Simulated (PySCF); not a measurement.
A TDDFT job was run through a driver script with this input:

```
{"job": {"kind": "uv", "xc": "CAM-B3LYP", "basis": "def2-SVPD", "nstates": 8, "ntriplets": 3}, "charge": 0, "multiplicity": 1}
C     -2.317909     0.699376    -0.187941
C     -1.187005    -0.307034    -0.015360
C     -0.308050    -0.012932     1.199074
C      0.868239    -0.978185     1.120763
P      1.366666    -1.107072    -0.678171
C      2.453982     0.393973    -0.762414
C     -0.246346    -0.322183    -1.222601
H     -1.919469     1.706584    -0.297978
H     -2.905870     0.463825    -1.072621
H     -2.976940     0.683207     0.677765
H     -1.616803    -1.307489     0.108386
H      0.041278     1.020649     1.147326
H     -0.859976    -0.136289     2.132427
H      0.561680    -1.973120     1.453537
H      1.717809    -0.668379     1.730594
H      1.996094     1.254779    -0.278837
H      2.652975     0.626025    -1.807083
H      3.400424     0.163589    -0.276591
H     -0.675170    -0.883978    -2.054089
H     -0.050759     0.695333    -1.570132
```

Computed with TDDFT CAM-B3LYP/def2-SVPD, vertical, gas phase, core orbitals frozen in the response in PySCF. Job line and output are in the format of a driver script around the code.

Question: What does the script print for it, SCF cycles aside?

Answer: 
```
converged SCF energy = -577.4220627927

Static polarisability (au): isotropic 94.312, principal 85.234 91.270 106.433

Singlet excitations
state   eV       nm        f      main configurations
  1   6.3183    196.2   0.07007   H->L+1 0.61, H->L+4 0.15, H->L+2 0.15
  2   6.4523    192.2   0.06407   H->L 0.36, H->L+2 0.21, H->L+5 0.17
  3   6.5401    189.6   0.03292   H->L 0.44, H->L+2 0.35, H->L+1 0.10
  4   7.0928    174.8   0.08334   H->L+3 0.39, H->L+4 0.28
  5   7.3590    168.5   0.01688   H->L+4 0.35, H->L+3 0.18, H->L 0.12
  6   7.4601    166.2   0.00036   H->L+5 0.41, H->L+2 0.18, H->L+7 0.12
  7   7.9750    155.5   0.04503   H->L+6 0.56, H->L+8 0.14, H->L+5 0.13
  8   8.1095    152.9   0.05820   H->L+7 0.32, H->L+8 0.21, H->L+6 0.15

Triplet excitations (Tamm-Dancoff, eV): 5.2760 5.3478 6.3905
```

Geometry: GFN2-xTB, one conformer, isolated molecule.

H and L stand for HOMO and LUMO.
